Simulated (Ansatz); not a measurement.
`[CH3][SnH2][AlH2]` + `CCl` → `[CH3][SnH2][CH2]Cl` + `[AlH3]`  (formal exchange of groups at the Sn–Al bond)

Isolated molecules relaxed with PBE0-D4/def2-TZVP in Ansatz; ΔE leaves out vibrations. CBS: MP2 limit from def2 TZ/QZ plus the TZ coupled-cluster correction, frozen cores. This one scheme is used for every species. Elements past krypton have def2 core potentials. For Sn outer-core shells are correlated without core-valence functions, which leaves a few kJ/mol of doubt a bond. One conformer a species, not always the lowest.

```json
{"species": "`[CH3][SnH2][AlH2]`", "CCSD(T)/CBS(def2) energy (Eh)": "-498.27916"}
{"species": "`CCl`", "CCSD(T)/CBS(def2) energy (Eh)": "-499.63220"}
{"species": "`[CH3][SnH2][CH2]Cl`", "CCSD(T)/CBS(def2) energy (Eh)": "-754.10676"}
{"species": "`[AlH3]`", "CCSD(T)/CBS(def2) energy (Eh)": "-243.78045"}
```

(1) Work out ΔE.

Largest T1 diagnostic among the species: 0.012.

Answers

(1) ΔE = (-754.10676) + (-243.78045) − (-498.27916) − (-499.63220) = 0.02415 Eh = +63.4 kJ/mol.

In def2-TZVPP, CCSD(T) changes the Hartree–Fock value by −8.0 kJ/mol (the triples alone add −1.9 kJ/mol) and MP2 by −11.9 kJ/mol. The D4 term adds −6.4 kJ/mol with B3LYP and −3.4 kJ/mol with PBE0; it sums over pairs of atoms, weighted by their polarisabilities, and B3LYP, whose exchange is more repulsive, gets the larger term.

B3LYP here is the variant with VWN-RPA as its local correlation; programs differ in this.
